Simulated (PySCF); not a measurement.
## Se (selenium, neutral): UHF calculation

Configuration: [Ar] 3d10 4s2 4p4, high-spin 3P determinant. All numbers are calculated (PySCF 2.14, the spin-free X2C one-electron Hamiltonian (Gaussian nucleus), in cc-pVDZ-DK (5s4p2d, 27 functions)).

| Property | Result |
| --- | --- |
| Total energy | -2427.959365 hartree |
| One-electron energy | -3379.2142 hartree |
| Hartree (Coulomb) energy | 1038.1806 hartree |
| Exchange energy | -86.9257 hartree |
| ⟨S²⟩ | 2.0061 |
| ⟨L²⟩ | 2.019 |
| Sum of ⟨r⟩ | 25.21 bohr |
| Sum of ⟨r²⟩ | 40.22 bohr² |
| Traceless quadrupole moment −½Σ⟨3z² − r²⟩ along its main axis | -2.60 e·bohr² |
| Langevin diamagnetic susceptibility | -31.9 ×10⁻⁶ cm³/mol |
| Time after the integrals | 0.06 s of wall time on 1 thread of Neoverse-V2 (shared host) |

```json
{"shell": "1s α", "electrons": "1", "mean orbital energy (hartree)": "-468.05598", "spread (hartree)": "0", "rms radius, mean of both spins (bohr)": "0.0508"}
{"shell": "1s β", "electrons": "1", "mean orbital energy (hartree)": "-468.04920", "spread (hartree)": "0", "rms radius, mean of both spins (bohr)": "0.0508"}
{"shell": "2s α", "electrons": "1", "mean orbital energy (hartree)": "-62.34175", "spread (hartree)": "0", "rms radius, mean of both spins (bohr)": "0.212"}
{"shell": "2s β", "electrons": "1", "mean orbital energy (hartree)": "-62.33808", "spread (hartree)": "0", "rms radius, mean of both spins (bohr)": "0.212"}
{"shell": "2p α", "electrons": "3", "mean orbital energy (hartree)": "-54.66166", "spread (hartree)": "0.00612", "rms radius, mean of both spins (bohr)": "0.189"}
{"shell": "2p β", "electrons": "3", "mean orbital energy (hartree)": "-54.65393", "spread (hartree)": "0.00236", "rms radius, mean of both spins (bohr)": "0.189"}
{"shell": "3s α", "electrons": "1", "mean orbital energy (hartree)": "-9.22010", "spread (hartree)": "0", "rms radius, mean of both spins (bohr)": "0.612"}
{"shell": "3s β", "electrons": "1", "mean orbital energy (hartree)": "-9.20652", "spread (hartree)": "0", "rms radius, mean of both spins (bohr)": "0.612"}
{"shell": "3p α", "electrons": "3", "mean orbital energy (hartree)": "-6.73132", "spread (hartree)": "0.02128", "rms radius, mean of both spins (bohr)": "0.636"}
{"shell": "3p β", "electrons": "3", "mean orbital energy (hartree)": "-6.71316", "spread (hartree)": "0.00053", "rms radius, mean of both spins (bohr)": "0.636"}
{"shell": "3d α", "electrons": "5", "mean orbital energy (hartree)": "-2.59441", "spread (hartree)": "0.02077", "rms radius, mean of both spins (bohr)": "0.697"}
{"shell": "3d β", "electrons": "5", "mean orbital energy (hartree)": "-2.58432", "spread (hartree)": "0.01210", "rms radius, mean of both spins (bohr)": "0.697"}
{"shell": "4s α", "electrons": "1", "mean orbital energy (hartree)": "-0.95497", "spread (hartree)": "0", "rms radius, mean of both spins (bohr)": "1.97"}
{"shell": "4s β", "electrons": "1", "mean orbital energy (hartree)": "-0.76170", "spread (hartree)": "0", "rms radius, mean of both spins (bohr)": "1.97"}
{"shell": "4p α", "electrons": "3", "mean orbital energy (hartree)": "-0.42081", "spread (hartree)": "0.06117", "rms radius, mean of both spins (bohr)": "2.46"}
{"shell": "4p β", "electrons": "1", "mean orbital energy (hartree)": "-0.33995", "spread (hartree)": "0", "rms radius, mean of both spins (bohr)": "2.46"}
```

Densities and radii are taken from the X2C orbitals without a picture-change correction, which distorts them close to the nucleus.
